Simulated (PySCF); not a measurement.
## Two-photon absorption: SMILES C=Cc1ccc(CC)cc1, C₁₀H₁₂

Molfile (atoms numbered from 1):
```
C10H12
     RDKit          3D

 22 22  0  0  0  0  0  0  0  0999 V2000
    3.6377    0.3388    1.5879 C   0  0  0  0  0  0  0  0  0  0  0  0
    3.0042    0.4102    0.4109 C   0  0  0  0  0  0  0  0  0  0  0  0
    1.5815    0.1656    0.1474 C   0  0  0  0  0  0  0  0  0  0  0  0
    0.6599   -0.1702    1.1527 C   0  0  0  0  0  0  0  0  0  0  0  0
   -0.6760   -0.3957    0.8506 C   0  0  0  0  0  0  0  0  0  0  0  0
   -1.1542   -0.2982   -0.4637 C   0  0  0  0  0  0  0  0  0  0  0  0
   -2.6136   -0.4914   -0.7742 C   0  0  0  0  0  0  0  0  0  0  0  0
   -3.4175    0.8002   -0.6430 C   0  0  0  0  0  0  0  0  0  0  0  0
   -0.2387    0.0367   -1.4656 C   0  0  0  0  0  0  0  0  0  0  0  0
    1.1012    0.2637   -1.1663 C   0  0  0  0  0  0  0  0  0  0  0  0
    4.7076    0.5448    1.6624 H   0  0  0  0  0  0  0  0  0  0  0  0
    3.1237    0.0748    2.5162 H   0  0  0  0  0  0  0  0  0  0  0  0
    3.5913    0.6795   -0.4747 H   0  0  0  0  0  0  0  0  0  0  0  0
    0.9940   -0.2590    2.1887 H   0  0  0  0  0  0  0  0  0  0  0  0
   -1.3709   -0.6591    1.6535 H   0  0  0  0  0  0  0  0  0  0  0  0
   -3.0324   -1.2556   -0.0990 H   0  0  0  0  0  0  0  0  0  0  0  0
   -2.7198   -0.8891   -1.7965 H   0  0  0  0  0  0  0  0  0  0  0  0
   -4.4815    0.6335   -0.8712 H   0  0  0  0  0  0  0  0  0  0  0  0
   -3.0383    1.5722   -1.3301 H   0  0  0  0  0  0  0  0  0  0  0  0
   -3.3481    1.2067    0.3778 H   0  0  0  0  0  0  0  0  0  0  0  0
   -0.5813    0.1173   -2.5012 H   0  0  0  0  0  0  0  0  0  0  0  0
    1.7982    0.5202   -1.9689 H   0  0  0  0  0  0  0  0  0  0  0  0
  1  2  2  0
  2  3  1  0
  3  4  1  0
  4  5  2  0
  5  6  1  0
  6  7  1  0
  7  8  1  0
  6  9  2  0
  9 10  1  0
 10  3  2  0
  1 11  1  0
  1 12  1  0
  2 13  1  0
  4 14  1  0
  5 15  1  0
  7 16  1  0
  7 17  1  0
  8 18  1  0
  8 19  1  0
  8 20  1  0
  9 21  1  0
 10 22  1  0
M  END
```

Level of theory: PySCF 2.14.0, TDDFT CAM-B3LYP/def2-SVPD excited states, vertical, gas phase. Geometry: PBE0-D3(BJ)/def2-SVP.

(1) How strongly do the lowest singlets absorb one photon, and two photons of half the energy?

## Answers

(1) δ for parallel linear polarisation; σ at the peak of a Lorentzian of half width 0.1 eV, single beam; Ω is circular over linear.
| state | E (eV) | f | photon λ (nm) | δ (au) | σ (GM) | Ω | main |
| --- | --- | --- | --- | --- | --- | --- | --- |
| S1 | 4.91 | 0.241 | 505 | 65.1 | 0.57 | 0.69 | HOMO→LUMO 0.57, HOMO→LUMO+1 0.25 |
| S2 | 5.10 | 0.247 | 486 | 13.9 | 0.13 | 1.19 | HOMO→LUMO 0.37, HOMO−1→LUMO 0.30 |
| S3 | 6.22 | 0.258 | 399 | 7.9 | 0.11 | 0.66 | HOMO−1→LUMO 0.51, HOMO→LUMO+1 0.42 |
| S4 | 6.47 | 0.010 | 383 | 81.4 | 1.25 | 0.78 | HOMO→LUMO+2 0.62, HOMO→LUMO+3 0.32 |
| S5 | 6.55 | 0.502 | 378 | 5.37 | 0.09 | 1.13 | HOMO−1→LUMO+1 0.77, HOMO−2→LUMO 0.09 |
| S6 | 6.88 | 0.003 | 360 | 149 | 2.59 | 0.59 | HOMO→LUMO+4 0.67, HOMO→LUMO+3 0.12 |

Among these, the strongest one-photon state is S5, the strongest two-photon state S6, with a dipole change of 1.2 D (relaxed, norm of the difference vector).
